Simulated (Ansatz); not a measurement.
A search over several starts for the lowest SCF solution of AlCl₂F⁺ at the given spin, in a small basis.

```yaml
crystal:
  periodic: [false, false, false]
  atoms:
    - {symbol: Al, position_ang: [-0.048247, -0.080865, 0.000329]}
    - {symbol: Cl, position_ang: [2.017479, -0.142419, 0.014066]}
    - {symbol: Cl, position_ang: [-1.083588, 1.707710, -0.016360]}
    - {symbol: F, position_ang: [-0.885644, -1.484427, 0.001965]}
basis:
  gaussian: {orbitals: def2-SVP}
total_charge: 1
magnetization: {spin_polarized: true, initial_magnetization: 1}
hamiltonian: {xc: pbe0, dispersion: d4}
output: {orbitals: {seedname: orbitals}}
```

```sh
$ ansatz run in.yaml --threads 4 --pin off --events-out ev --progress --plain --max-ram 3916MiB
```

It prints (some lines left out):

```
Functional definition: PBE0
601 factors; integrals over basis functions are off by at most 6.4e-4 eV
mean field evaluation 1: about -34320.7218 eV, gradient 4.3e1 eV
mean field evaluation 2: about -34269.4554 eV, gradient 1.2e2 eV
mean field evaluation 4: about -34326.7773 eV, gradient 4.8e0 eV
mean field evaluation 8: about -34326.9798 eV, gradient 1.7e-1 eV
mean field evaluation 16: about -34326.9802 eV, gradient 2.1e-3 eV
mean field evaluation 32: about -34326.9802 eV, gradient 1.2e-5 eV
mean field -34326.98015052 eV, -1261.4932528687 hartree, gradient 1.1e-5 eV, S^2 0.755301; 5 other end points of the search recorded, 0 dependent functions left out
reference -34326.98017613 eV, -1261.4932538098 hartree; 28, 27 occupied and 40, 41 virtual orbitals, 601 factors
Total energy: -34327.06368108 eV, -1261.4963225602 hartree
```

Hardware: 4 threads of Arm Neoverse V1 on a shared host. Wall time 1.9 s.
